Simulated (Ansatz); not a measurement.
System: sum formula SiHS, net charge 1, singlet state. It need not be the lowest isomer of its formula. SMILES: [Si]=[SH+]
Structure (B3LYP-D3(BJ)/def2-TZVP (Ansatz, a quantum-chemistry and plane-wave program) minimum search):
```
S
H 1 1.3631
Si 1 2.0643 2 88.43
```
Charge +1, spin multiplicity 1.

Parts of the frozen-core correlation energy in STO-3G (Ansatz, hartree). Frozen orbitals: 10; correlated occupied orbitals by spin: 5 and 5; virtual: 4 and 4. Spin-orbit coupling is left out. Non-relativistic.

```tsv
term	value
reference (HF)	-679.15033
MP2 opposite-spin	-0.05788
MP2 same-spin	-0.01084
CCSD correlation	-0.09054
(T)	-0.00510
FCI minus CCSD(T)	-0.00084
T1 diagnostic	0.038
largest doubles amplitude	0.106
```
